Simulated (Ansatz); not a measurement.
Reaction (substitution at a C–O bond): `[SiH3]OCI` + HI → `ICI` + `O[SiH3]`

Computed with Ansatz on PBE0-D4/def2-TZVP structures; ΔE is electronic, products minus reactants. CBS: MP2 limit from def2 TZ/QZ plus the TZ coupled-cluster correction, frozen cores. DFT in def2-TZVPP. B3LYP here is the variant with VWN-RPA as its local correlation; programs differ in this. def2 core potentials past Kr. For I outer-core shells are correlated without core-valence functions, which leaves a few kJ/mol of doubt a bond. One conformer a species, not always the lowest.

Task: Is it downhill or uphill in electronic energy at CCSD(T)/CBS, and by how much? (Estimate.)

Result: The calculation gave: Downhill: ΔE = -0.33 eV.

Task: What do these levels give: PBE-D4, B3LYP-D4, B2PLYP, r2SCAN, MP2/def2-TZVPP, SCS-MP2/def2-QZVPP? (Best estimate.)

Result: Computed: PBE-D4 -0.19, B3LYP-D4 -0.17, B2PLYP -0.25, r2SCAN -0.17, MP2/def2-TZVPP -0.37, SCS-MP2/def2-QZVPP -0.38 eV.

Largest T1 diagnostic among the species: 0.011.

In def2-TZVPP, CCSD(T) changes the Hartree–Fock value by −0.10 eV (the triples alone add −0.01 eV) and MP2 by −0.21 eV.
